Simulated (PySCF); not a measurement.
C₄HCoO₄ (SMILES [O+]#[C-]->[CoH](<-[C-]#[O+])(<-[C-]#[O+])<-[C-]#[O+]), singlet, at a GFN2-xTB geometry (such geometries of metal compounds can be far from the true shape).

The PySCF input:
```python
from pyscf import gto, scf, dft

mol = gto.M(
    atom='''
Co    0.168668   -0.215946    0.068540
O     2.115767    0.298485   -2.068334
C     1.354219    0.108808   -1.243786
O     0.726588    0.753388    2.783531
C     0.503050    0.387534    1.729020
O    -1.561314    1.998951   -0.634452
C    -0.881582    1.128690   -0.358237
O    -1.886893   -2.275152   -0.326937
C    -1.098266   -1.468095   -0.176808
H     1.028236   -1.316451    0.417831
''',
    basis='def2-svp',
    charge=0,
    spin=0,
    verbose=3,
)

mf = dft.RKS(mol)
mf.xc = 'pbe'
mf.disp = 'd3bj'
mf = mf.density_fit(auxbasis='def2-universal-jkfit')
mf.kernel()
mf.analyze()
```

Q: Estimate the number of basis functions that DF-PBE-D3BJ/def2-SVP (PySCF) returns for this input.

A: 148

Q: Give the nuclear repulsion energy at the level DF-PBE-D3BJ/def2-SVP.

A: 621.4647 Eh

Q: Predict the dipole moment from DF-PBE-D3BJ/def2-SVP.

A: 0.18 D

Q: Give the HOMO-LUMO gap at the level DF-PBE-D3BJ/def2-SVP.

A: 4.29 eV
